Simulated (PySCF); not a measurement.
# Structure from NMR data

The spectra below were simulated for a compound C5H12O3Si.

1H NMR (500 MHz, computed): δ 6.79 (br s, 1H), 4.21 (s, 2H), 3.42 (s, 3H), 1.53 (s, 6H).

13C{1H} NMR (computed): δ 187.0, 71.5, 48.2, 22.9 (2C).

All values are calculated (PySCF): structure optimised with GFN2-xTB, GIAO PBE0/pcSseg-1 shieldings. One conformer, one averaged value for each set of equivalent atoms, non-relativistic, gas phase.

Scale: 1H (σref 31.72), 13C (σref 186.93) against TMS (reference shieldings calculated alike).

Task: Choose the structure that fits.
A. COC(C)(C)[SiH2]C(=O)O
B. CO[SiH2]C(=O)OC(C)C
C. CC(=O)OC(C)(C)[SiH2]O

Result: A. 

1. Rings plus π bonds: 1 (no ring in the answer).
2. 4 carbon signals for 5 carbons: some carbons are equivalent by symmetry or fast rotation.
3. Carbon types of the structure: 2 × C, 3 × CH3, leaving 3 H on heteroatoms.
4. δC 187.0: carbonyl carbon.
5. δC 71.5: fully substituted sp3 carbon bonded to O and Si; deshielded by the electronegative neighbour.
6. δC 48.2: methyl carbon bonded to O; deshielded by the electronegative neighbour.
7. δC 22.9: methyl carbon; saturated and bonded to C and H only.
8. δH 3.42: hydrogen on a methyl carbon bonded to O; its carbon carries O, an electronegative neighbour.

The others: CC(=O)OC(C)(C)[SiH2]O has carbons computed at 180.6, 75.7, 25.0, 23.8; CO[SiH2]C(=O)OC(C)C would give 4 signals for carbon-bound and other non-exchanging H, not 3.

OH/NH shifts are gas-phase values; hydrogen bonding in solution moves them, usually downfield. Shifts are as computed. Against solution values, carbons near 30 ppm lie about +3 ppm off and those near 130 ppm about +5 ppm. Of 1211 compounds with measured shifts, 218 miss one by over three times the rms of a fit or turn the order of signals round; such compounds aren't used in these exercises. The C=O carbon of an acid or of an amide with N–H lies up to 10 ppm further downfield in solution, through hydrogen bonding that the calculation lacks. No couplings were computed; multiplicities are counted from neighbouring protons, with m where these are inequivalent, close in shift, in a saturated or five-membered ring or joined by F or P, and br s for small geminal =CH2 splittings.
